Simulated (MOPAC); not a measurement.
Input for MOPAC: PM7 on CdB, 2S+1 = 2, a spin state set in the input, which need not be the lowest, a point of a bond scan (R = 2.315 Å).

```
PM7 1SCF PRECISE CHARGE=0 UHF MS=0.5 THREADS=1
BCd

Cd     0.00000000 1     0.00000000 1     0.00000000 1
B      0.00000000 1     0.00000000 1     2.31470300 1
```

Output:

```
*******************************************************************************
 **                                                                           **
 **                              MOPAC v23.2.5                                **
 **                                                                           **
 *******************************************************************************
 ** MOPAC's Digital Object Identifier: https://doi.org/10.5281/zenodo.6511958 **
 **                                                                           **
 ** Please cite the open-source release paper for use of this MOPAC version:  **
 ** J. E. Moussa and J. J. P. Stewart (2026)                                  **
 ** MOPAC: An open-source semiempirical molecular orbital program             **
 ** J. Open Source Softw., 11(119), 8025, https://doi.org/10.21105/joss.08025 **
 *******************************************************************************

                              PM7 CALCULATION RESULTS

 *******************************************************************************
 *  PM7        - The PM7 Hamiltonian to be used
 *  UHF        - UNRESTRICTED HARTREE-FOCK CALCULATION
 *
 *
 *
 *                 CHARGE ON SYSTEM = 0
 *
 *
 *
 *  MS=        - IN MECI, MAGNETIC COMPONENT OF SPIN =  0.5
 *  PRECISE    - TIGHTER CRITERIA TO BE USED
 *  1SCF       - DO 1 SCF AND THEN STOP
 *  THREADS=1  - MULTI-THREADING NOT USED
 *  T=         - A TIME OF 172800.0 SECONDS REQUESTED
 *  DUMP=N     - RESTART FILE WRITTEN EVERY 7200.0 SECONDS REQUESTED
 *******************************************************************************
PM7 1SCF PRECISE CHARGE=0 UHF MS=0.5 THREADS=1
 BCd

   ATOM   CHEMICAL          X               Y               Z
  NUMBER   SYMBOL      (ANGSTROMS)     (ANGSTROMS)     (ANGSTROMS)

     1      Cd          0.00000000  *   0.00000000  *   0.00000000  *
     2       B          0.00000000  *   0.00000000  *   2.31470300  *



          CARTESIAN COORDINATES

    NO.       ATOM           X           Y           Z

     1        Cd          0.0000      0.0000      0.0000
     2         B          0.0000      0.0000      2.3147

 General Reference for PM7:
 "Optimization of Parameters for Semiempirical Methods VI: More Modifications to the
 NDDO Approximations and Re-optimization of Parameters", J. J. P. Stewart, J. Mol. Mod., 1:32, 19 (2013)
 https://link.springer.com/article/10.1007/s00894-012-1667-x

           Empirical Formula: Cd B  =     2 atoms



      MOLECULAR POINT GROUP   :   C*v


          UHF CALCULATION, NO. OF ALPHA ELECTRONS =    3
                           NO. OF BETA  ELECTRONS =    2

 -------------------------------------------------------------------------------
 PM7 1SCF PRECISE CHARGE=0 UHF MS=0.5 THREADS=1
 BCd



     1SCF WAS SPECIFIED, SO BFGS WAS NOT USED
     SCF FIELD WAS ACHIEVED


                              PM7 CALCULATION
                                                       MOPAC v23.2.5 Linux




          FINAL HEAT OF FORMATION =        179.14730 KCAL/MOL =     749.55232 KJ/MOL


          COSMO AREA              =         75.66 SQUARE ANGSTROMS
          COSMO VOLUME            =         56.95 CUBIC ANGSTROMS

          IONIZATION POTENTIAL    =          7.932498 EV
          ALPHA SOMO LUMO (EV)    =         -7.932 -2.457
          BETA  SOMO LUMO (EV)    =         -9.343 -2.474
          NO. OF ALPHA ELECTRONS  =          3
          NO. OF BETA  ELECTRONS  =          2
          MOLECULAR WEIGHT        =        123.2200         POINT GROUP:  C*v

          MOLECULAR DIMENSIONS (Angstroms)

            Atom       Atom       Distance
            B     2   Cd     1     2.31470
            B     2   Cd     1     0.00000
           Cd     1    B     2     0.00000


          SCF CALCULATIONS        =          1





   ATOM   CHEMICAL          X               Y               Z
  NUMBER   SYMBOL      (ANGSTROMS)     (ANGSTROMS)     (ANGSTROMS)

     1      Cd          0.00000000  *   0.00000000  *   0.00000000  *
     2       B          0.00000000  *   0.00000000  *   2.31470300  *

                             CARTESIAN COORDINATES

   1   Cd        0.000000000     0.000000000     0.000000000
   2    B        0.000000000     0.000000000     2.314703000


           Empirical Formula: Cd B  =     2 atoms



      MOLECULAR POINT GROUP   :   C*v


          ALPHA EIGENVALUES
 -11.63659  -8.90813  -7.93250  -2.45737   1.37199   2.14142   2.21589   7.77942


           BETA EIGENVALUES
 -11.56112  -9.34293  -2.47436  -2.32564   1.42106   2.29646   2.58473   8.29951


              NET ATOMIC CHARGES AND DIPOLE CONTRIBUTIONS

  ATOM NO.   TYPE          CHARGE      No. of ELECS.   s-Pop       p-Pop
    1         Cd           0.526007        1.4740     1.18962     0.28437
    2          B          -0.526007        3.5260     0.09638     3.42963
 DIPOLE           X         Y         Z       TOTAL
 POINT-CHG.     0.000     0.000    -5.848     5.848
 HYBRID         0.000    -0.000    -0.276     0.276
 SUM            0.000    -0.000    -6.124     6.124


          ATOMIC ORBITAL ELECTRON POPULATIONS

     Atom    s        px        py        pz
    1 Cd   1.18962   0.06633   0.05137   0.16668
    2  B   0.09638   1.93367   0.94863   0.54732


                    (SZ)    =    0.500000
                    (S**2)  =    0.755174


          ATOMIC ORBITAL SPIN POPULATIONS

    Atom   Total    s     px     py     pz
         Atomic
    1 Cd  0.1093  0.062  0.005  0.051 -0.009
    2  B  0.8907  0.004 -0.005  0.949 -0.057

 **********************
 *                    *
 * JOB ENDED NORMALLY *
 *                    *
 **********************




 == MOPAC DONE ==
```

The run finished.

Cost: roughly 0.020 core-seconds.
